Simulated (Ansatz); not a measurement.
Basis sets compared for Li₂Te (the lowest singlet isomer of a short search). Total charge 0; singlet. Geometry PBE-D4/def2-TZVP. Ansatz on 4 threads of Arm Neoverse V2 on a shared host; times are rough, and most runs start from earlier orbitals.

Cartesian coordinates in Å:
```
Li 1.8670 0.1579 0.4279
Li -1.3606 -0.8347 -1.0704
Te -0.5064 0.6768 0.6425
```

In the def2 sets Te takes a core potential; there is no spin–orbit coupling. The structure comes from a short search, and lower isomers may exist.

Binding counts from free atoms (Li doublet, Te triplet) in the same basis, without a counterpoise term.

```
                         level  functions  energy (Eh)  HOMO (eV)  LUMO (eV)  binding per atom (eV)  wall time
               PBE-D4/def2-SVP         44    -283.0648      -3.40      -1.71                   1.76      0.4 s
PBE-D4/def2-TZVP (with forces)         78    -283.0870      -3.60      -1.82                   1.72      0.5 s
           r2SCAN-D4/def2-TZVP         78    -283.2380      -3.73      -1.32                   1.73      0.9 s
              PBE0-D4/def2-SVP         44    -283.0956      -4.24      -1.21                   1.73      0.4 s
             PBE0-D4/def2-TZVP         78    -283.1159      -4.42      -1.31                   1.70     0.55 s
```

Task: Estimate the rows for PBE-D4/def2-TZVPD, r2SCAN-D4/def2-TZVPD, PBE0-D4/def2-TZVPD.

Result: 
```csv
level,functions,energy (Eh),HOMO (eV),LUMO (eV),binding per atom (eV),wall time
PBE-D4/def2-TZVPD,93,-283.0875,-3.62,-1.85,1.73,0.6 s
r2SCAN-D4/def2-TZVPD,93,-283.2386,-3.73,-1.33,1.73,1.1 s
PBE0-D4/def2-TZVPD,93,-283.1164,-4.42,-1.35,1.70,0.6 s
```
